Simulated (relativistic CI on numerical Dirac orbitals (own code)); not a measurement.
# Radial parameters of Os⁶⁶⁺

Calculated at this level of theory: Dirac-Coulomb-Breit CI, orbitals from a KLI potential per configuration, a model potential for QED, unscaled Slater integrals (own radial code, finite nucleus).

Slater integrals F^k, G^k are unscaled and averaged over j, outside the closed core 1s2; ζ comes from projecting the Hamiltonian with its Breit term on Σ l·s of the shell.

- 2s2 2p5 3s: ζ(2p) = 8.4277e+06, G^1(2p,3s) = 155420 cm⁻¹; <r>(2p) = 0.06511, <r^2>(2p) = 0.005186, <r>(3s) = 0.1744, <r^2>(3s) = 0.03483 (bohr units).
- 2s2 2p5 3p: ζ(2p) = 8.4262e+06, F^2(2p,3p) = 406340, G^0(2p,3p) = 164020, G^2(2p,3p) = 178150, ζ(3p) = 2.332e+06 cm⁻¹; <r>(2p) = 0.06513, <r^2>(2p) = 0.00519, <r>(3p) = 0.1706, <r^2>(3p) = 0.03377 (bohr units).
- 2s2 2p5 3d: ζ(2p) = 8.4328e+06, F^2(2p,3d) = 525500, G^1(2p,3d) = 495830, G^3(2p,3d) = 286690, ζ(3d) = 326150 cm⁻¹; <r>(2p) = 0.06513, <r^2>(2p) = 0.005191, <r>(3d) = 0.1503, <r^2>(3d) = 0.02597 (bohr units).

Averages of the first 10 configurations, taken without configuration mixing, which lowers the lowest level and can move excited configurations by several eV; other configurations of the list can lie among them:

```csv
Configuration,Parity,States,Average energy above the lowest level (eV)
2s2 2p6,even,1,0.4
2s2 2p5 3s,odd,12,9293.9
2s2 2p5 3p,even,36,9739.1
2s2 2p5 3d,odd,60,10117.0
2s 2p6 3s,even,4,10851.6
2s 2p6 3p,odd,12,11290.7
2s 2p6 3d,even,20,11668.5
2s2 2p5 4s,odd,12,12837.2
2s2 2p5 4p,even,36,13020.2
2s2 2p5 4d,odd,60,13171.5
```
